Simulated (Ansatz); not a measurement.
Two isomers of CH8GeO2Si: A = `O[SiH2][CH2][GeH2][OH]`, B = `C[SiH](O)[GeH2][OH]`.

Isolated molecules relaxed with PBE0-D4/def2-TZVP in Ansatz; ΔE leaves out vibrations. CCSD(T)/CBS is the MP2 limit (def2-TZVPP, def2-QZVPP) plus CCSD(T) − MP2 in def2-TZVPP, frozen cores. DFT in def2-TZVPP. B3LYP here is the variant with VWN-RPA as its local correlation; programs differ in this. For Ge outer-core shells are correlated without core-valence functions, which leaves a few kJ/mol of doubt a bond. Scalar relativity is left out up to krypton. Each species was taken in one conformer, which may not be the lowest.

**Question.** Which isomer does CCSD(T)/CBS put lower? Give the gap. (Estimate.)

**Answer.** The calculation gave: A, by 15.9 kJ/mol.

**Question.** Give E(B) − E(A) in kJ/mol with HF/def2-TZVPP, CCSD(T)/def2-TZVPP, B3LYP-D4, B3LYP, MP2/def2-TZVPP, B2PLYP, PBE-D4. (Estimate.)

**Answer.** The calculation gave: HF/def2-TZVPP 12.6, CCSD(T)/def2-TZVPP 17.7, B3LYP-D4 7.5, B3LYP 3.1, MP2/def2-TZVPP 22.7, B2PLYP 11.0, PBE-D4 0.5. None reverses the order clearly.

Largest T1 diagnostic: 0.012.

In def2-TZVPP, CCSD(T) changes the Hartree–Fock value by +5.2 kJ/mol (the triples alone add +1.1 kJ/mol) and MP2 by +10.1 kJ/mol. From PBE to PBE0 (25 % exact exchange), in def2-TZVPP and without D4, E(B) − E(A) moves by +5.4 kJ/mol.
